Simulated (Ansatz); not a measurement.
`[CH3][In]([F])[I]` and `[CH3][Al]([F])[I]` differ in one element.

Ansatz, PBE0-D4/def2-TZVP geometries, multiplicity 1. 

Elements past krypton have def2 core potentials.

| property | `[CH3][In]([F])[I]` |
| --- | --- |
| LUMO energy (PBE0/def2-TZVPP) / eV | -1.78 |
| HOMO–LUMO gap (PBE0/def2-TZVPP) / eV | 5.93 |
| HOMO energy (ωB97M-V/def2-TZVPP) / eV | -9.84 |
| HOMO energy (PBE/def2-TZVPP) / eV | -6.56 |
| HOMO–LUMO gap (PBE/def2-TZVPP) / eV | 3.95 |
| size of the dipole moment (ωB97M-V/def2-TZVPP) / D | 3.56 |

(1) Give the same properties after the change, and the shifts. (An estimate is asked.)

Results:

(1) Computed: 
```csv
property,`[CH3][Al]([F])[I]`,shift
LUMO energy (PBE0/def2-TZVPP) / eV,-0.92,0.86
HOMO–LUMO gap (PBE0/def2-TZVPP) / eV,6.94,1.01
HOMO energy (ωB97M-V/def2-TZVPP) / eV,-9.98,-0.14
HOMO energy (PBE/def2-TZVPP) / eV,-6.71,-0.15
HOMO–LUMO gap (PBE/def2-TZVPP) / eV,5.04,1.09
size of the dipole moment (ωB97M-V/def2-TZVPP) / D,2.01,-1.55
```

With PBE0 the HOMO falls by 0.15 eV and the LUMO rises by 0.86 eV, so the gap widens by about 1.01 eV. PBE moves the HOMO by -0.15 eV and ωB97M-V by -0.14 eV. Dipoles are sizes alone; their direction can turn.

Spin–orbit coupling is left out; it splits and shifts lone-pair levels of the heavy atoms by tenths of an eV.
